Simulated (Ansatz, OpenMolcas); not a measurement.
The same job for OpenMolcas

This Ansatz 0.2.0 job computes CH5FGeO (SMILES [CH3][GeH]([OH])[F]):

input.yaml:
```yaml
crystal:
  periodic: [false, false, false]
  atoms:
    - symbol: C
      position_ang: [-0.669000, 0.976900, -0.584200]
    - symbol: Ge
      position_ang: [0.088300, -0.643700, 0.121500]
    - symbol: O
      position_ang: [1.270000, -0.170700, 1.345500]
    - symbol: F
      position_ang: [0.974400, -1.438600, -1.153800]
    - symbol: H
      position_ang: [0.138900, 1.624900, -0.924600]
    - symbol: H
      position_ang: [-1.237900, 1.493500, 0.189700]
    - symbol: H
      position_ang: [-1.327100, 0.751300, -1.423500]
    - symbol: H
      position_ang: [-0.865500, -1.725100, 0.656800]
    - symbol: H
      position_ang: [1.716500, -0.914700, 1.755500]
basis:
  gaussian:
    orbitals: cc-pVDZ
hamiltonian:
  xc: {name: PBE}
accuracy: high
output:
  orbitals: {seedname: orbitals}
```

```bash
$ ansatz run input.yaml --threads 1 --pin off --max-ram 3480MiB --events-out events.jsonl --progress --plain --runs-dir runs
```

The shape is that of a PBE0-D4/def2-TZVP optimisation. This is one conformer, not always the lowest.

It gives a total energy of -2292.667484 Eh.

Q: How is this level of theory, on these atoms, set up in OpenMolcas 26.06 as an input file of the program's own, asking for the gradient?

A: This input was run:

test.inp:
```
&GATEWAY
  BasLib=$CurrDir
  Coord
  9
  angstrom
  C       -0.669000       0.976900      -0.584200
  Ge       0.088300      -0.643700       0.121500
  O        1.270000      -0.170700       1.345500
  F        0.974400      -1.438600      -1.153800
  H        0.138900       1.624900      -0.924600
  H       -1.237900       1.493500       0.189700
  H       -1.327100       0.751300      -1.423500
  H       -0.865500      -1.725100       0.656800
  H        1.716500      -0.914700       1.755500
  Basis=cc-pVDZ
  Group=NoSym

&SEWARD
  GridInput
  Grid=UltraFine
  End of Grid

&SCF
  KSDFT=PBE
  Thresholds=1e-10 1e-07 1e-07 1e-05
  PrOrbitals=0

&ALASKA
```

```bash
$ export MOLCAS_MEM=1860
$ pymolcas test.inp > test.log
```

(Basis files named in the input come from the Basis Set Exchange and aren't shown.)

Its energy is -2292.667480 Eh, 0.004 mEh from the first.
